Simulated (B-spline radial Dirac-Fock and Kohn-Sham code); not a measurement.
2p3/2 emission of Tb³⁺

System: terbium as Tb³⁺, configuration [Xe] 4f7 5d1 (not the ground configuration).

The run's input, task.json:

```json
{"items": [{
  "Z": 65,
  "q": 3,
  "cfg": [[1, 0, 2], [2, 0, 2], [2, 1, 6], [3, 0, 2], [3, 1, 6], [3, 2, 10], [4, 0, 2], [4, 1, 6], [4, 2, 10], [4, 3, 7], [5, 0, 2], [5, 1, 6], [5, 2, 1]],
  "A": 159,
  "rrms": 5.06,
  "do": ["binding", "quiet", "decay"],
  "holes": ["K", "L1", "L2", "L3", "M1", "M2", "M3", "M4", "M5", "N1", "N2", "N3", "N4", "N5"]
}]}
```

Command: `python xray_run.py task.json out`

Calculated with an atomic code on a B-spline grid, using independent-particle radiative and Coulomb Auger rates from relativistic LDA hole-state orbitals, with Dirac-Fock energies.

```
 line  multipole  energy (eV)  rate (s⁻¹)  share (%)
   Lℓ         E1       5545.1    3.33e+13       3.27
L3-M2         E2       5744.5    2.87e+11     0.0282
L3-M3         E2       5899.2    2.63e+11     0.0259
  Lα2         E1       6238.6    8.45e+13       8.29
  Lα1         E1       6271.5    7.47e+14       73.3
  Lβ6         E1       7108.8    7.97e+12      0.782
 Lβ15         E1       7355.5    1.43e+13       1.40
  Lβ2         E1       7361.7    1.28e+14       12.6
  Lβ7         E1       7471.4    1.50e+12      0.147
  Lβ5         E1       7531.4    1.30e+12      0.128
```

The listed lines hold 100.0 % of the radiative rate. The radiative width is 0.671 eV in the length form and 0.680 eV in the velocity form; the two differ because the transition energies are not eigenvalue differences of the potential that gave the orbitals.
